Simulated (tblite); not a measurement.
C2H6NSi (doublet state).
Atom-mapped SMILES: `[N:1]=[CH:2][CH2:3][SiH3:4]` (hydrogens: H5 on C2; H6, H7 on C3; H8, H9, H10 on Si4)

Computed geometry: GFN2-xTB, gas phase. This method treats the open shell by occupation alone, without spin polarisation.

Q: List the bond lengths, angles and torsions at this level.

A: 
| bond | length (Å) |
| --- | --- |
| N1=C2 | 1.220 |
| C2–C3 | 1.502 |
| C3–Si4 | 1.914 |
| C2–H5 | 1.102 |
| C3–H6, C3–H7 | 1.090 |
| Si4–H8, Si4–H9, Si4–H10 | 1.462 |

Bonds in one row agree within 0.01 Å and their mean is given. A selection of angles:
| angle | degrees |
| --- | --- |
| N1–C2–C3 | 127.4 |
| N1–C2–H5 | 120.5 |
| C3–C2–H5 | 112.1 |
| C2–C3–Si4 | 109.5 |
| C2–C3–H6 | 109.0 |
| Si4–C3–H6 | 110.2 |
| H6–C3–H7 | 108.6 |
| C3–Si4–H8 | 106.8 |
| C3–Si4–H10 | 109.1 |
| H8–Si4–H9 | 110.1 |
| H8–Si4–H10 | 111.7 |

Torsions: N1–C2–C3–Si4 101° (anticlinal). The mirror-image conformer, all signs reversed, is as good.

Si4 (silicon bonded to C and 3 H) is tetrahedral (angles from 106.8° to 111.7°). C2 (carbon bonded to C, N and H) is planar (angles 127.4°, 120.5° and 112.1°, sum 360.0°, 0.01 Å off the plane of its three neighbours).

Point group: C1 (no symmetry element, even within 0.4 Å). Its GFN2-xTB frequencies are all real (lowest 83 cm⁻¹). 2 starts were optimised and ended at 0.00 and 0.84 kcal/mol (GFN2-xTB); the lowest of these is shown.

Time: 0.17 s wall. Hardware: one thread of an Arm Neoverse V2, shared host with 96 logical CPUs at a one-minute load of 85. That covers the optimisation of the geometry.
